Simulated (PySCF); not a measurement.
Compound: CH8AsGa.
Atom-mapped SMILES: `[CH3:1][GaH2-:2][AsH3+:3]` (hydrogens: H4, H5, H6 on C1; H7, H8 on Ga2; H9, H10, H11 on As3)

Level of theory: PySCF 2.14.0, PBE0-D3(BJ)/def2-SVP geometry optimisation, gas phase.

(1) List the bond lengths and angles at this level.

## Answers

(1) 
```tsv
bond	length (bohr)	order
C1–Ga2	3.749	single
Ga2–As3	5.055	single
C1–H4, C1–H5, C1–H6	2.081	single
Ga2–H7, Ga2–H8	2.991	single
As3–H9, As3–H10, As3–H11	2.860	single
```

Bonds in one row agree within 0.02 bohr and their mean is given. Orders are formal, as drawn. A selection of angles:
```tsv
angle	degrees
Ga2–C1–H4	108.9
Ga2–C1–H5	112.1
H4–C1–H5	107.1
H5–C1–H6	108.7
C1–Ga2–As3	99.8
C1–Ga2–H7	119.3
As3–Ga2–H7	94.6
As3–Ga2–H8	94.2
H7–Ga2–H8	117.8
Ga2–As3–H9	121.1
Ga2–As3–H10	119.3
H9–As3–H10	96.7
```

Ga2 (gallium bonded to As, C and 2 H) has angles from 94.2° to 119.4°. As3 (arsenic bonded to Ga and 3 H) has angles from 96.6° to 121.1°.

Point group: Cs (tolerance 0.08 Å). Whether it is a minimum is left open (no frequencies).
